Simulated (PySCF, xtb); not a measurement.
C4H5BFN, SMILES C#CB(F)/C=N/C. The values are those of a single conformer.

Harmonic wavenumbers (cm⁻¹) from GFN2-xTB (xtb 6.7.1) at its own minimum, in rising order: 44, 91, 140, 174, 205, 228, 361, 403, 499, 533, 680, 701, 776, 887, 1013, 1074, 1120, 1149, 1289, 1348, 1381, 1446, 1462, 1692, 2204, 2762, 2870, 2978, 2996, 3361.

### Question
What does PBE-D3(BJ)/def2-SVP (PySCF) give at its own minimum? (Estimate from the structure and the level; the computed values follow.)

### Answer
62, 102, 166, 192, 216, 247, 368, 422, 520, 626, 667, 737, 784, 912, 983, 1083, 1108, 1111, 1321, 1340, 1346, 1389, 1407, 1657, 2110, 2865, 2890, 3007, 3026, 3391. Paired by order, the mean absolute difference is 31 cm⁻¹ and the zero-point energies are 51.3 and 51.5 kcal/mol.
